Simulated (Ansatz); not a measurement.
Species: CH₃I₂Si, charge 0, multiplicity 2. It need not be the lowest isomer of its formula. 
Structure (B3LYP-D3(BJ)/def2-TZVP (Ansatz, a quantum-chemistry and plane-wave program) minimum search):
```
C
H 1 1.0908
H 1 1.0908 2 109.49
H 1 1.0915 2 109.02 3 -119.19
Si 1 1.8808 2 109.76 4 -120.27
I 5 2.4740 1 108.83 2 59.15
I 5 2.4740 1 108.83 2 -179.53
```
Charge 0, spin multiplicity 2.

Parts of the frozen-core correlation energy in def2-TZVPP (Ansatz, hartree). Frozen orbitals: 24; correlated occupied orbitals by spin: 13 and 12; virtual: 178 and 179. UHF or UKS for open shells. No spin-orbit coupling. In def2 rows, elements after Kr have scalar-relativistic effective core potentials.

| term | value |
|---|---|
| reference (HF) | -921.95993 |
| MP2 opposite-spin | -0.41674 |
| MP2 same-spin | … |
| CCSD correlation | … |
| (T) | … |
| T1 diagnostic | 0.015 |
| largest doubles amplitude | 0.026 |
| <S^2> of the reference | 0.759 |

**Question.** Some entries are withheld; supply them.

**Answer.** 
- MP2 same-spin, value: -0.13152
- CCSD correlation, value: -0.59508
- (T), value: -0.02695
